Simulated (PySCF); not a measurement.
# Energy of Ta²⁺ (tantalum, charge +2) between two integer charges

The 5d alpha orbital of [Xe] 4f14 5d3 is emptied in steps (occupation f), with all orbitals relaxed, ending at [Xe] 4f14 5d2. All numbers are calculated (PySCF 2.14, scalar relativity through the core potential, in aug-cc-pVTZ-PP with ECP60MDF (6s6p5d3f2g, 88 functions)). The exact energy is a straight line in f; departures are measured from the line between the end points of the same method.

| f | r2SCAN0 (eV) |
| --- | --- |
| 1 | 0.000 |
| 0.8 | -0.553 |
| 0.6 | -0.828 |
| 0.4 | -0.825 |
| 0.2 | -0.547 |
| 0 | 0.000 |

**Question.** For r2SCAN0, how does the orbital energy at f = 1 compare with the removal energy?

**Answer.** −ε = 20.951 eV against a total-energy difference of 24.418 eV. By Janak's theorem ε = ∂E/∂f, so the gap between them reflects the curvature. Along the path −ε is 22.350 (f = 0.8), 23.741 (f = 0.6), 25.122 (f = 0.4), 26.486 (f = 0.2) eV.

Reference removal energy between the ground levels: 23.1 ± 1.6 eV (theoretical estimate listed by NIST; NIST Atomic Spectra Database, ionization energies). The calculation has no spin-orbit coupling. The determinant left behind need not be the lowest term of the ion.
